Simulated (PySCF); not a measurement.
BHF2, SMILES FBF.

The structure is a stationary point at B3LYP-D3(BJ)/def2-TZVP.

Computed with TDA-PBE0/def2-TZVPD (PySCF).

Vertical excitations.  State labels are in the subgroup C2v.

```csv
state,symmetry,energy (eV),λ (nm),f,main pairs
S1,B1,8.64,143,0.058,HOMO→LUMO 98 %
S2,A2,9.72,128,0.000,HOMO−1→LUMO 99 %
S3,A1,10.25,121,0.006,HOMO→LUMO+1 99 %
S4,B2,10.94,113,0.000,"HOMO−2→LUMO 54 %, HOMO→LUMO+3 40 %"
S5,A1,11.06,112,0.254,HOMO→LUMO+2 99 %
S6,B2,11.22,111,0.021,"HOMO−1→LUMO+1 48 %, HOMO→LUMO+3 32 %, HOMO−2→LUMO 14 %"
S7,B2,11.74,106,0.218,"HOMO−1→LUMO+1 49 %, HOMO→LUMO+3 26 %, HOMO−2→LUMO 22 %"
S8,A2,11.81,105,0.000,HOMO−2→LUMO+1 94 %
S9,B1,12.20,102,0.050,"HOMO−4→LUMO 52 %, HOMO→LUMO+4 43 %"
S10,B1,12.25,101,0.000,"HOMO→LUMO+4 53 %, HOMO−4→LUMO 43 %"
T1,B1,7.51,165,0,HOMO→LUMO 96 %
T2,A2,9.47,131,0,HOMO−1→LUMO 98 %
T3,B2,9.59,129,0,HOMO−2→LUMO 97 %
T4,A1,9.87,126,0,HOMO→LUMO+1 96 %
```
Triplets are in the Tamm–Dancoff approximation.
